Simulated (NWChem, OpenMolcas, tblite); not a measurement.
**A ladder of methods for WO3 (tungsten trioxide)**

WO3: 4 atoms, total charge 0, spin state singlet. SMILES: `[O]=[W](=[O])=[O]`. Geometry: relaxed at PBE0-D4/def2-TZVP.

Quantity: the vertical energy of the triplet above the singlet, in eV. The values are calculated.

```
                            level                    kind     program  value (eV)
                        IPEA1-xTB          semi-empirical      tblite        3.42
    HF/def2-SVPD (core potential)            Hartree–Fock      NWChem        0.63
 SVWN5/def2-SVPD (core potential)                     LDA  OpenMolcas        2.24
revPBE/def2-SVPD (core potential)                     GGA  OpenMolcas        2.07
r2SCAN/def2-SVPD (core potential)                meta-GGA  OpenMolcas        1.99
 BHLYP/def2-SVPD (core potential)           global hybrid  OpenMolcas        1.99
 wB97X/def2-SVPD (core potential)  range-separated hybrid      NWChem        2.56
B2PLYP/def2-SVPD (core potential)           double hybrid      NWChem        2.65
   MP2/def2-SVPD (core potential)     perturbation theory      NWChem        3.93
```

Spin-orbit coupling, which can split open shells on such heavy atoms by tenths of an eV, is left out. The values span 0.63 to 3.93 eV. Spin contamination of the reference (⟨S²⟩ at least 0.1 too high) touches HF/def2-SVPD, MP2/def2-SVPD.
